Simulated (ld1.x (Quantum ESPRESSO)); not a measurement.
# Reading a pseudo-wave (magnesium)

Columns: radius, all-electron u(r) and pseudo u(r) of the 3p shell (level -1.33 eV) of magnesium in the configuration [He] 2s2 2p6 3s2 3p0; PBE, scalar-relativistic, PAW scheme, ld1.x (Quantum ESPRESSO) 7.5.

```tsv
r (bohr)	all-electron	pseudo
0.065	0.0240	0.0082
0.130	0.0670	0.0313
0.195	0.1067	0.0653
0.260	0.1358	0.1041
0.325	0.1532	0.1412
0.390	0.1598	0.1705
0.455	0.1573	0.1876
0.520	0.1477	0.1904
0.585	0.1327	0.1792
0.650	0.1138	0.1564
0.715	0.0921	0.1259
0.780	0.0686	0.0915
0.845	0.0438	0.0569
0.910	0.0185	0.0244
0.975	-0.0071	-0.0053
1.040	-0.0327	-0.0324
1.105	-0.0579	-0.0579
1.170	-0.0827	-0.0827
1.235	-0.1068	-0.1068
1.300	-0.1303	-0.1303
1.365	-0.1530	-0.1530
1.430	-0.1749	-0.1749
1.495	-0.1960	-0.1960
1.560	-0.2162	-0.2162
1.625	-0.2355	-0.2355
1.690	-0.2540	-0.2540
```

(1) How many radial nodes do the two functions have?

(2) At about which radius was the pseudo-wave matched?

(3) Is the pseudo-wave norm-conserving?

## Answers

(1) The all-electron 3p function has n − l − 1 = 1; the pseudo-wave has 1, since 1 lower shell of the same l stays in the valence.

(2) 1.15 bohr. The columns agree to 0.0005 from 1.04 bohr on; several derivatives are matched, so the curves merge somewhat inside the radius.

(3) No, it belongs to a PAW set: the norm inside the radius is not constrained, and the difference is carried by the augmentation charge.
